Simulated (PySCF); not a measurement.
Identify the unknown among the candidates.

All candidates are C4H11F2NSi.

| technique | computed result |
| --- | --- |
| 13C NMR | chemical shifts (computed TMS as zero) by class: 97.4 (1 C), 91.8 (1 C), 46.0 (1 C), 41.4 (1 C) ppm [GIAO PBE0/pcSseg-1] |
| Rotational structure | rotational constants A, B, C: 3.645, 0.587, 0.532 GHz [GFN2-xTB] |
| NMR, other nuclei | isotropic shieldings of nuclei other than C and H, by class: 245 (1 N), 371 (1 F), 412 (1 F), 405 (1 Si) ppm [GIAO PBE0/pcSseg-1] |
| Dipole | 2.26 D [PBE0/pcSseg-1] |
| 1H NMR | chemical shifts (computed TMS as zero) by class: 5.12 (1 H), 4.85 (1 H), 4.71 (3 H), 4.59 (1 H), 3.06 (1 H), 2.73 (1 H), 2.20 (1 H), 1.24 (1 H), -0.34 (1 H) ppm [GIAO PBE0/pcSseg-1] |

The electronic properties come from PySCF, for the isolated species, density fitting. Levels stand in brackets. Isolated species at its GFN2-xTB geometry (one conformer only). NMR classes are plain means over equivalent atoms (diastereotopic ones count apart unless rotation or inversion swaps them), as if these changed places fast.

Problem. Which candidate is it?
A. `CN[SiH2][C@@H](F)[C@@H](C)F`
B. `FC(F)CCCN[SiH3]`
C. `FC[C@@H](F)CCN[SiH3]`

Solution. C. It is `FC[C@@H](F)CCN[SiH3]`. Numbering: `[F:1][CH2:2][C@@H:3]([F:4])[CH2:5][CH2:6][NH:7][SiH3:8]`. Its formula, C4H11F2NSi, gives 0 degrees of unsaturation, so no ring and no π bond. 4 carbons fall into 4 classes; from least to most shielded: sp3 C–F carbon [C3] (97.4 ppm), sp3 C–F carbon [C2] (91.8 ppm), sp3 carbon bound to nitrogen [C6] (46.0 ppm), chain CH2 carbon [C5] (41.4 ppm). Hydrogen classes from least to most shielded: 1 H on an sp3 C–F carbon, C2 (5.12 ppm), 1 H on an sp3 C–F carbon, C3 (4.85 ppm), 3 H on an SiH3 silicon, Si8 (4.71 ppm), 1 H on an sp3 C–F carbon, C2 (4.59 ppm), 1 H on an sp3 carbon bound to nitrogen, C6 (3.06 ppm), 1 H on an sp3 carbon bound to nitrogen, C6 (2.73 ppm), 1 H on a chain CH2 carbon, C5 (2.20 ppm), 1 H on a chain CH2 carbon, C5 (1.24 ppm), 1 H on a silicon-bound nitrogen, N7 (-0.34 ppm). The other shieldings belong to: 245 ppm, silicon-bound nitrogen [N7]; 371 ppm, alkyl fluorine [F4]; 412 ppm, alkyl fluorine [F1]; 405 ppm, SiH3 silicon [Si8]. The optimised geometry has point group C1 and is an asymmetric top.

The others, at the same levels:
- `CN[SiH2][C@@H](F)[C@@H](C)F` fails: its computed 13C shifts are 92.8 (1 C), 89.4 (1 C), 32.3 (1 C), 19.3 (1 C) ppm, 1H shifts are 5.37 (1 H), 5.15 (1 H), 5.02 (1 H), 4.76 (1 H), 2.86 (3 H), 1.52 (3 H), -0.05 (1 H) ppm and rotational constant A is 3.009 GHz (against 3.645 GHz).
- `FC(F)CCCN[SiH3]` fails: its computed 13C shifts are 121.9 (1 C), 44.3 (1 C), 31.6 (1 C), 30.2 (1 C) ppm, 1H shifts are 6.23 (1 H), 4.70 (3 H), 2.93 (2 H), 2.21 (2 H), 1.58 (2 H), -0.85 (1 H) ppm and rotational constant A is 2.540 GHz (against 3.645 GHz).

Each candidate is one conformer, not necessarily the lowest. The conformers computed, where there is a choice (atom-mapped SMILES and torsion angles):
- `[F:1][CH2:2][C@@H:3]([F:4])[CH2:5][CH2:6][NH:7][SiH3:8]`: F1–C2–C3–F4 95°, C2–C3–C5–C6 78°, C3–C5–C6–N7 180°, C5–C6–N7–Si8 -82°
- `[CH3:1][NH:2][SiH2:3][C@@H:4]([F:5])[C@@H:6]([CH3:7])[F:8]`: C1–N2–Si3–C4 177°, N2–Si3–C4–F5 40°, Si3–C4–C6–C7 -69°
- `[F:1][CH:2]([F:3])[CH2:4][CH2:5][CH2:6][NH:7][SiH3:8]`: F1–C2–C4–C5 177°, C2–C4–C5–C6 67°, C4–C5–C6–N7 53°, C5–C6–N7–Si8 -141°
